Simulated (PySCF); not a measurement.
Spinor energies of Tc(21+) (technetium, charge +21)

Start: [Ar] 3d4; 3d3/2 filled at m_j = -3/2, -1/2, +1/2, +3/2. Calculated with PySCF 2.14 in an even-tempered Gaussian basis (17 s from 2.5 bohr⁻², ratio 2.8; 12 p from 3.2 bohr⁻², ratio 2.8; 8 d from 3.2 bohr⁻², ratio 2.8; 4 f from 11 bohr⁻², ratio 3): generalised Hartree-Fock with the X2C-1e Hamiltonian and a Gaussian nucleus; one run each with spin-orbit coupling (SO) switched off, then screened by Boettger's factors.

```
spinor shell  electrons  ε, spin-free (eV)  ε, screened SO (eV)  weight of nominal j (screened SO)  rms radius, screened SO (bohr)
       1s1/2          2           -21940.6             -21939.0                              1.000                          0.0394
       2s1/2          2            -3863.7              -3863.0                              1.000                           0.161
       2p1/2          2            -3534.8              -3620.5                              0.996                           0.140
       3s1/2          2            -1231.8              -1231.6                              1.000                           0.415
       3p1/2          2            -1117.6              -1144.6                              0.874                           0.406
       3p3/2          4            -1117.6              -1104.5                              0.937                           0.415
       3d3/2          4            -972.32              -972.59                              0.694                           0.376
```

(1) Where does 2p3/2 lie, and what is the 2p spin-orbit splitting (screened SO)?

```tsv
quantity	spin-free	screened SO
E (hartree)	-4037.49711	-4038.18361
M_J	0	0
⟨J²⟩	4.002	2.505
⟨L²⟩	6.001	5.345
⟨S²⟩	6.000	5.341
```

The determinant has a definite M_J but mixes levels of different J.

Each row is a mean over spinors that exchange with the open shell spreads, by up to 19.661 eV (3s1/2).

Rows whose weight is well below 1 are mixtures of j = l ± 1/2: exchange outweighs spin-orbit coupling there, and the label is only the starting occupation.

Breit and QED terms are absent; they matter most for the inner s and p1/2 levels.

Densities and radii are taken from the X2C orbitals without a picture-change correction, which distorts them close to the nucleus.

Without spin-orbit coupling the j labels of p, d and f shells carry no meaning; the spin-free column gives the mean over the occupied spinors of each nl shell, and its ⟨J²⟩ belongs to a mixture of degenerate components.

## Answers

(1) At -3494.0 eV, 126.48 eV above 2p1/2.
